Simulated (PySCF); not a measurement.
# Magnetic susceptibility: SMILES S=C1C=C[C@H]1CBr, C$_{5}$H$_{5}$BrS

Geometry:
| atom | x (Å) | y (Å) | z (Å) |
| --- | --- | --- | --- |
| S1 | 1.574 | -2.207 | 0.634 |
| C2 | 1.122 | -0.706 | 0.266 |
| C3 | 1.678 | 0.428 | -0.444 |
| C4 | 0.561 | 1.166 | -0.294 |
| C5 | -0.176 | 0.097 | 0.492 |
| C6 | -1.408 | -0.502 | -0.148 |
| Br7 | -2.889 | 0.775 | -0.121 |
| H8 | 2.634 | 0.590 | -0.906 |
| H9 | 0.250 | 2.144 | -0.610 |
| H10 | -0.369 | 0.351 | 1.537 |
| H11 | -1.234 | -0.751 | -1.195 |
| H12 | -1.744 | -1.385 | 0.394 |

Level of theory: GIAO wB97X-D/pcSseg-1 magnetisability, rotational g tensor and spin-rotation constants, non-relativistic, gas phase in PySCF. Geometry: GFN2-xTB.

The calculation is non-relativistic, which matters for the atoms heavier than Zn.

Problem. What are the magnetisability and the molar susceptibility?

Solution. Isotropic -1279 × 10⁻³⁰ J/T², or -77.0 × 10⁻⁶ cm³/mol; principal values -1539, -1280, -1018 × 10⁻³⁰ J/T², anisotropy 451 × 10⁻³⁰ J/T² (root of half the summed squared differences of the principal values). The susceptibility is in cgs units.

Problem. Split it along the inertial axes a, b, c into diamagnetic and paramagnetic parts about the centre of mass, with the quadrupole moment.

Solution. 
```csv
axis,χ (10⁻⁶ cm³/mol),diamagnetic (10⁻⁶ cm³/mol),paramagnetic (10⁻⁶ cm³/mol),summed x² of all electrons (Å²),quadrupole Θ (D Å)
a,-74.4,-421.7,347.3,408.8,-11.99
b,-66.6,-1819.5,1752.9,79.4,+8.49
c,-90.0,-2071.2,1981.2,20.0,+3.50
```
Anisotropies 2χaa − χbb − χcc = +7.8 and 2χbb − χaa − χcc = +31.3 × 10⁻⁶ cm³/mol. Θ is traceless in Buckingham's convention.

Problem. And the rotational g tensor?

Solution. 
| axis | rotational constant (GHz) | g | nuclear part | electronic part |
| --- | --- | --- | --- | --- |
| a | 3.8782 | -0.0551 | 0.5776 | -0.6327 |
| b | 0.6084 | -0.0143 | 0.4866 | -0.5010 |
| c | 0.5370 | -0.0060 | 0.4938 | -0.4998 |

Asymmetric top; isotopes 79Br, 12C, 1H, 32S; no vibrational averaging.
